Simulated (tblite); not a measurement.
H12O6Zn (SMILES [OH2]->[Zn+2](<-[OH2])(<-[OH2])(<-[OH2])(<-[OH2])<-[OH2]), charge +2, singlet, at a GFN2-xTB geometry (such geometries of metal compounds can be far from the true shape); GFN1-xTB (tblite).

tblite was given this input:
```
$ tblite run mol.xyz --method gfn1 --charge 2 --spin 0 --etemp 2000 --json tblite.json --no-restart

# file mol.xyz
19

Zn    -0.00000000    -0.00000000     0.00000000
O     -0.68794774     1.64064429    -0.92214038
H     -1.49271480     1.70775651    -1.44990447
H     -0.27738361     2.51364239    -0.92277461
O      1.57056726     1.04144287     0.68120766
H      1.61931982     1.52897791     1.51224423
H      2.42176999     1.15066801     0.24051186
O      1.03700290    -0.48888826    -1.64345426
H      1.60028365    -1.26373687    -1.75753068
H      1.06793819     0.00582109    -2.47109831
O     -1.03700290     0.48888826     1.64345426
H     -1.60028365     1.26373687     1.75753068
H     -1.06793819    -0.00582109     2.47109831
O     -1.57056726    -1.04144287    -0.68120766
H     -1.61931982    -1.52897791    -1.51224423
H     -2.42176999    -1.15066801    -0.24051186
O      0.68794774    -1.64064429     0.92214038
H      0.27738361    -2.51364239     0.92277461
H      1.49271480    -1.70775651     1.44990447
```

Q: Write the output that tblite gives for this input, abridged.

A: 
```
xTB calculator
 | screened Coulomb repulsion
 | Coulomb electrostatics
 |  * isotropic Klopman-Ohno-Mataga-Nishimoto electrostatics
 |  * onsite third-order electrostatics
 | DFT-D3(BJ) dispersion correction

halogen bonding energy    0.0000000000000E+00 Eh
repulsion energy          2.1749097497889E-01 Eh
dispersion energy        -7.0359848272927E-03 Eh
number of electrons       4.8000000000000E+01 e
integral cutoff           3.9672993110968E+01 bohr

------------------------------------------------------------
  cycle        total energy    energy error   density error
------------------------------------------------------------
      1     -33.91324709080  -3.4123702E+01   6.9460238E-01
      2     -34.45516774058  -5.4192065E-01   3.0063306E-01
      3     -34.50048683329  -4.5319093E-02   9.6742938E-02
      4     -34.48755276970   1.2934064E-02   8.2386410E-02
      5     -34.51502835203  -2.7475582E-02   3.4589024E-02
      6     -34.52215559913  -7.1272471E-03   2.6353664E-03
      7     -34.52218135565  -2.5756516E-05   1.2010849E-03
      8     -34.52218996027  -8.6046269E-06   2.7547657E-04
      9     -34.52219039961  -4.3933274E-07   8.3399327E-06
------------------------------------------------------------

electronic energy        -3.4732645389758E+01 Eh
total energy             -3.4522190399607E+01 Eh

Post processing:
 | Mayer-Wiberg bond orders

[Info] JSON dump of results written to 'tblite.json'
```
